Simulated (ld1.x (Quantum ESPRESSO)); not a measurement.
**u(r) = r·R(r): atom against pseudo-atom (rubidium (Rb))**

Columns: radius, all-electron u(r) and pseudo u(r) of the 4p shell (level -15.96 eV) of rubidium in the configuration [Ar] 3d10 4s2 4p6 5s1 5p0; PBE, scalar-relativistic, TM scheme, ld1.x (Quantum ESPRESSO) 7.5.

```tsv
r (bohr)	all-electron	pseudo
0.184	0.0125	0.0317
0.368	-0.4030	0.1218
0.552	-0.1886	0.2558
0.736	0.2035	0.4122
0.920	0.5270	0.5664
1.104	0.7295	0.6954
1.288	0.8249	0.7826
1.472	0.8419	0.8207
1.656	0.8083	0.8119
1.840	0.7461	0.7658
2.024	0.6705	0.6955
2.208	0.5911	0.6136
2.392	0.5141	0.5305
2.576	0.4426	0.4526
2.760	0.3782	0.3832
2.944	0.3213	0.3233
3.128	0.2717	0.2723
3.312	0.2289	0.2290
3.496	0.1923	0.1923
3.680	0.1612	0.1612
3.864	0.1348	0.1348
4.048	0.1127	0.1127
4.232	0.0941	0.0941
4.416	0.0785	0.0785
4.600	0.0654	0.0654
4.784	0.0545	0.0545
```

Problem. How many radial nodes do the two functions have?

Solution. The all-electron 4p function has n − l − 1 = 2; the pseudo-wave has 0, since the states of the same l below it are removed with the core.

Problem. At about which radius was the pseudo-wave matched?

Solution. 3.68 bohr. The columns agree to 0.0005 from 3.31 bohr on; several derivatives are matched, so the curves merge somewhat inside the radius.

Problem. Is the pseudo-wave norm-conserving?

Solution. Yes: the TM scheme keeps the norm inside the radius equal to the all-electron one, which fixes the energy derivative of the logarithmic derivative at the level.
